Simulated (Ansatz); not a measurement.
`[NH3+][Ag-][Cl]`, relaxed with RKS PBE0-D4/def2-TZVP in Ansatz from a PBE-D4/def2-SVP geometry. The force threshold is 0.005 eV/Å; the program also tests the step.

Total charge 0; spin multiplicity 1. Ag: def2 effective core potential.

Start:

```xyz
6

N    -0.644    0.601    0.225
Ag    0.891   -0.832   -0.315
Cl    2.506   -2.339   -0.879
H    -1.330    0.203    0.880
H    -1.173    0.932   -0.593
H    -0.251    1.436    0.681
```

```tsv
step	energy (eV)	largest force (eV/Å)	largest move (Å)
1	-18058.6468	0.557	0.000
2	-18058.6616	0.189	0.018
3	-18058.6634	0.034	0.008
4	-18058.6635	0.008	0.003
5	-18058.6635	0.001	0.001
```

End:

```xyz
6

N    -0.647    0.604    0.227
Ag    0.881   -0.823   -0.310
Cl    2.487   -2.322   -0.874
H    -1.317    0.199    0.872
H    -1.158    0.919   -0.589
H    -0.246    1.421    0.674
```

Run time 13 s (2 threads of an AMD EPYC 7R13 on a shared host); peak host memory 0.29 GiB.
